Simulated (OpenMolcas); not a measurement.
What dynamic correlation does to the levels of Ca+

* Program: OpenMolcas 26.06
* Basis: ANO-RCC-VQZP [7s6p3d2f1g]
* Scalar Hamiltonian: DKH2, point nucleus
* Active space: 1 electron in 4 orbitals (4s 4p)
* State averaging: 2S+1 = 2 even, 1 root; 2S+1 = 2 odd, 3 roots
* Spin-orbit coupling: state interaction with AMFI integrals over the reference wave functions, term energies averaged over their components

Methods on the same reference wave functions:
A. CASSCF
B. SS-CASPT2, IPEA 0.25 Eh, imaginary shift 0.1 Eh (closed shells correlated: 3s 3p)

Energies in cm-1 above 4s 2S 1/2, the measured ground level; measured values from NIST Handbook of Basic Atomic Spectroscopic Data.

| Level | A | B | Measured |
| --- | --- | --- | --- |
| 4s 2S 1/2 | 0.0 | 0.0 | 0.0 |
| 4p 2P* 1/2 | 23556 | 25211 | 25192 |
| 4p 2P* 3/2 | 23716 | 25371 | 25414 |

Deviations, from unrounded energies. A percentage is the sum of absolute deviations over the sum of measured energies, with the sign that they share, or ± where signs differ.

```
           Against measurement  Levels     A     B
mean absolute deviation (cm-1)       2  1700    32
      other configurations (%)       2  -6.6  ±0.1
```

B lies closest to measurement on these levels. The largest miss of B in the table is 4p 2P* 3/2, by -43 cm-1. The ranking rests on the paired levels alone, and a cruder setting can come out closer through cancelling errors.

The lowest spin-free term lies below A's lowest term by 0.257 hartree in B.

ANO sets are built for ground and valence states and can reach diffuse excited orbitals poorly. With one active electron the reference holds no correlation, so core polarisation is missing (holds for A). With one active electron, CASPT2 adds the correlation within the correlated inactive shells and between them and that electron, and leaves the splitting within a term as the reference gives it (holds for B). Measured partners are found by configuration, term and J. A level has none where our copy of the source lacks it or the pairing is in doubt (some pairs that miss far off the trend of their configuration count as doubtful), and it then counts in no deviation. Levels of configurations outside the active space are missing.

* marks odd parity.
